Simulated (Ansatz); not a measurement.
C4H11BN2 (SMILES C=CB(N)N(C)C), singlet, at a GFN2-xTB geometry, with bond 16-12 at 1.4 times its length; SC-NEVPT2/STO-3G, CASSCF(2,3) run with Ansatz (an electronic-structure program).

Input for Ansatz:
Ansatz 0.2 input:
```yaml
crystal:
  periodic: [false, false, false]
  atoms:
    - {symbol: B, position_ang: [-0.22185280, 0.38911999, -0.20729103]}
    - {symbol: C, position_ang: [0.57781717, 0.22646587, -1.55722188]}
    - {symbol: C, position_ang: [0.02706228, 0.01410910, -2.74366124]}
    - {symbol: H, position_ang: [1.65979685, 0.31936178, -1.52408472]}
    - {symbol: H, position_ang: [0.60176124, -0.07534153, -3.65443369]}
    - {symbol: H, position_ang: [-1.04047048, -0.09726937, -2.85704803]}
    - {symbol: N, position_ang: [-1.34362180, 1.23827781, -0.22299903]}
    - {symbol: H, position_ang: [-1.61771171, 1.72478500, -1.05645279]}
    - {symbol: H, position_ang: [-1.95821215, 1.40875750, 0.55215501]}
    - {symbol: N, position_ang: [0.19941763, -0.27838473, 0.96207075]}
    - {symbol: C, position_ang: [1.23073434, -1.28716985, 0.97104322]}
    - {symbol: C, position_ang: [-0.39877147, -0.12360063, 2.26558331]}
    - {symbol: H, position_ang: [2.04922459, -1.00246322, 1.64376302]}
    - {symbol: H, position_ang: [0.82863201, -2.24652672, 1.31891701]}
    - {symbol: H, position_ang: [1.62782953, -1.42621159, -0.02973233]}
    - {symbol: H, position_ang: [-1.21507172, -1.36524060, 2.65760462]}
    - {symbol: H, position_ang: [0.38107714, 0.01804107, 3.02234600]}
    - {symbol: H, position_ang: [-1.05244488, 0.74367504, 2.28746485]}
basis:
  gaussian:
    orbitals: STO-3G
magnetization: {spin_polarized: false}
correlation: {method: sc_nevpt2, electrons: all, active_space: {window: {electrons: 2, orbitals: 3}}}
```

Q: What does Ansatz print? Leave out banner, timings and long lists.

A: 
```
Functional definition: HF
641 factors; integrals over basis functions are off by at most 7.3e-5 eV
mean field evaluation 1: about -7830.4210 eV, gradient 2.2e1 eV
mean field evaluation 2: about -7830.7718 eV, gradient 2.2e1 eV
mean field evaluation 4: about -7832.5982 eV, gradient 1.6e0 eV
mean field evaluation 8: about -7832.6083 eV, gradient 2.1e-4 eV
mean field -7832.60829866 eV, -287.8430458432 hartree, gradient 2.9e-6 eV, S^2 0.000000; 0 other end points of the search recorded, 0 dependent functions left out; unrestricted orbitals would lower it
reference -7832.60829866 eV, -287.8430458432 hartree; 27, 27 occupied and 19, 19 virtual orbitals, 641 factors
state -7833.75648199 eV, -287.8852408024 hartree
state -7833.75648199 eV, -287.8852408024 hartree; corrected -7843.01029361 eV, -288.2253121070 hartree
Total energy: -7843.01029361 eV, -288.2253121070 hartree
```
